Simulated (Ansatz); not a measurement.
C₄H₁₁AlO, SMILES `C[CH2][Al]([OH])[CH2]C`, relaxed with RKS PBE0-D4/def2-TZVP in Ansatz from a PBE-D4/def2-SVP geometry. The force threshold is 0.005 eV/Å; the program also tests the step.

Charge 0, multiplicity 1.

Start:

```xyz
17

C    -2.111   -0.222   -0.678
C    -1.133    0.929   -0.974
Al    0.391    1.081    0.282
O     1.124    2.609    0.636
C     1.203   -0.467    1.193
C     1.583   -1.646    0.276
H    -2.616   -0.095    0.303
H    -2.913   -0.309   -1.442
H    -1.596   -1.206   -0.642
H    -1.676    1.899   -1.028
H    -0.695    0.798   -1.992
H     0.808    3.449    0.268
H     2.090   -0.111    1.761
H     0.481   -0.815    1.967
H     1.996   -2.509    0.842
H     0.711   -2.029   -0.297
H     2.352   -1.358   -0.472
```

Problem. How much energy does the relaxation release, and in how many steps? (An estimate is asked.)

Solution. Ansatz gave: 6.60 kJ/mol, in 6 steps.

Problem. Which bonds change most? (Best estimate.)

Solution. Ansatz gave: Al3–O4 from 1.731 to 1.706 Å; C6–H15 from 1.112 to 1.094 Å; C1–H8 from 1.111 to 1.094 Å; C2–H11 from 1.116 to 1.099 Å.

Problem. Give the relaxed structure. (Estimate.)

Solution. Computed: 
```xyz
17

C    -2.094   -0.218   -0.675
C    -1.116    0.923   -0.966
Al    0.393    1.068    0.284
O     1.096    2.587    0.615
C     1.195   -0.467    1.194
C     1.573   -1.634    0.276
H    -2.582   -0.095    0.296
H    -2.887   -0.284   -1.426
H    -1.590   -1.188   -0.654
H    -1.651    1.880   -0.999
H    -0.699    0.801   -1.975
H     0.776    3.404    0.236
H     2.073   -0.122    1.750
H     0.489   -0.821    1.956
H     1.976   -2.484    0.834
H     0.713   -2.004   -0.291
H     2.334   -1.345   -0.455
```
